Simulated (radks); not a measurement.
The oxygen anion O2-, [Ne], held by a Watson sphere: a shell of charge +2 at radius R that stands for the Madelung well of a crystal (potential energy -2/R inside, -2/r outside, in hartree with lengths in bohr). Calculated with a radial shooting solver on a logarithmic mesh with Libxc functionals: non-relativistic Kohn-Sham, LDA (Slater exchange, VWN5 correlation), spin-polarised, spherical densities, point nucleus. Response by self-consistent Sternheimer equations with the Hartree and adiabatic LDA kernel. The sphere does not respond.

R (bohr) = 2.46: e(1s) (eV) -503.93; e(2s) (eV) -20.099; e(2p) (eV) -6.390; <r> 2p (bohr) 1.593; sum of <r^2> (bohr^2) 24.94; X-ray form factor at sin(theta)/lambda = 0.3 1/angstrom 4.067; alpha (bohr^3) 22.88
R (bohr) = 2.91: e(1s) (eV) -503.48; e(2s) (eV) -18.823; e(2p) (eV) -5.224; <r> 2p (bohr) 1.684; sum of <r^2> (bohr^2) 28.13; X-ray form factor at sin(theta)/lambda = 0.3 1/angstrom 4.043; alpha (bohr^3) 34.89
R (bohr) = 3.06: e(1s) (eV) -503.33; e(2s) (eV) -18.477; e(2p) (eV) -4.893; <r> 2p (bohr) 1.713; sum of <r^2> (bohr^2) 29.22; X-ray form factor at sin(theta)/lambda = 0.3 1/angstrom 4.040; alpha (bohr^3) 40.01
R (bohr) = 3.21: e(1s) (eV) -503.17; e(2s) (eV) -18.165; e(2p) (eV) -4.588; <r> 2p (bohr) 1.740; sum of <r^2> (bohr^2) 30.32; X-ray form factor at sin(theta)/lambda = 0.3 1/angstrom 4.039; alpha (bohr^3) 45.81
R (bohr) = 3.51: e(1s) (eV) -502.87; e(2s) (eV) -17.624; e(2p) (eV) -4.047; <r> 2p (bohr) 1.794; sum of <r^2> (bohr^2) 32.59; X-ray form factor at sin(theta)/lambda = 0.3 1/angstrom 4.039; alpha (bohr^3) 59.75
